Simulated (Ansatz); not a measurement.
Process, species as SMILES: [CH3][Sn]([CH3])([CH3])[CH3] → [CH2][Sn]([CH3])([CH3])[CH3] + H atom (the C-H bond at the site shown breaks; other sites are not compared here)
Each molecule is optimised on its own at B3LYP-D3(BJ)/def2-TZVP (Ansatz, an electronic-structure program), one conformer each, not searched for the lowest.
Geometry of the first species:
SMILES: [CH3][Sn]([CH3])([CH3])[CH3]
```xyz
17

C     -0.3064    -1.5266    -1.5051
Sn     0.0000     0.0000     0.0000
C     -0.0960     1.9556    -0.9254
C     -1.5408    -0.1589     1.5135
C      1.9432    -0.2701     0.9170
H     -1.2820    -1.4016    -1.9747
H     -0.2604    -2.5167    -1.0517
H      0.4634    -1.4574    -2.2735
H      0.0569     2.7336    -0.1776
H     -1.0701     2.1041    -1.3910
H      0.6753     2.0484    -1.6898
H     -2.5247    -0.0246     1.0643
H     -1.5032    -1.1396     1.9873
H     -1.3977     0.6049     2.2777
H      2.0044    -1.2516     1.3868
H      2.7282    -0.1924     0.1650
H      2.1098     0.4929     1.6773
```
Charge 0, spin multiplicity 1.

Quantity: bond dissociation energy (electronic energy difference), in kcal/mol. Cores are frozen in the correlated levels unless marked. UHF or UKS for open shells. Spin-orbit coupling is left out. Frozen are the shells of the preceding noble gas and the d and f shells that filled before the atom's block. In def2 rows, elements after Kr have scalar-relativistic effective core potentials. STO-3G rows are all-electron and non-relativistic. Basis-set limits of correlation are two-point, X^-3; Hartree-Fock from the larger set. The bracket is a focal-point correction in the basis named.

```tsv
level	program	bond dissociation energy (kcal/mol)
revPBE-D3(BJ)/def2-TZVPD	Ansatz + dftd3	105.0
revPBE-D4/def2-TZVPD	Ansatz + dftd4	105.2
PBE0/def2-TZVP	Ansatz	105.8
HSE06-D4/def2-TZVPD	Ansatz + dftd4	106.2
B2PLYP-D4/def2-TZVPD	Ansatz + dftd4	107.3
RPA@PBE/def2-TZVPP	Ansatz	106.8
SCS-MP2/STO-3G	Ansatz	123.4
SCS-MP2/def2-TZVPP	Ansatz	109.3
CCSD(T)/def2-TZVPP	Ansatz	108.0
RI-MP2/CBS(def2-TZVPP,def2-QZVPP)+[CCSD(T)-MP2]/def2-TZVPP	Ansatz	109.7
```
